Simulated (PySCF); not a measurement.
C3H5FOSi, SMILES C#C[Si@H](O)CF.

Geometry: PBE0-D3(BJ)/def2-SVP. The structure was generated by enumeration; whether it is a known compound was not checked. The values are those of a single conformer.

These are SMD-B3LYP/6-31G* in PySCF values and carry that method's errors.

Solvation free energies are E(SMD) − E(gas) at the gas-phase geometry, for 1 M in both phases. In vacuum the dipole moment is 2.20 D.

| solvent | ΔG(solv) (kcal/mol) | its non-electrostatic (CDS) part | dipole (D) |
|---|---|---|---|
| water | -3.6 | 6.2 | 2.67 |
| dichloromethane | -5.4 | 1.1 | 2.56 |
| diethylether | (withheld) | (withheld) | (withheld) |

Task: What belongs in the gaps? (Estimate from the structure and the level; the computed values follow.)

Result: 
- diethylether, ΔG(solv) (kcal/mol): -4.1
- diethylether, its non-electrostatic (CDS) part: 0.5
- diethylether, dipole (D): 2.46
